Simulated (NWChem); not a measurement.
Species: BiI2, doublet; SMILES [I][Bi][I]

```xyz
3

Bi     0.0000     0.0000     0.9931
I     -2.1770     0.0000    -0.7776
I      2.1770     0.0000    -0.7776
```
Atoms are numbered in this order, from 1.

In the optimisation the excess spin sits in b2 (C2v, its own frame). Geometry: optimised at PBE0/def2-SVP, spin-unrestricted. This spin state was assumed; another may lie lower. No stability test was run on the SCF state. def2 effective core potentials on I, Bi; no spin-orbit coupling.

Symmetry labels are those of C2v in the frame above (b1 and b2, or b-type labels, depend on it).

Problem. List the 6 lowest vertical excitations from PBE/def2-SVP with def2 effective core potentials on I, Bi, spin-unrestricted, TDA (NWChem).

Solution. 
```
state    energy (eV)  oscillator strength  symmetry of the excitation  <S²>
-------  -----------  -------------------  --------------------------  ----
state 1         1.70                0.001                          a1  0.77
state 2         2.18                0.000                          b1  0.77
state 3         2.28                0.000                          b1  0.75
state 4         2.52                0.000                          a1  0.75
state 5         2.54                0.019                          a2  0.77
state 6         3.03                0.003                          a2  2.69
```
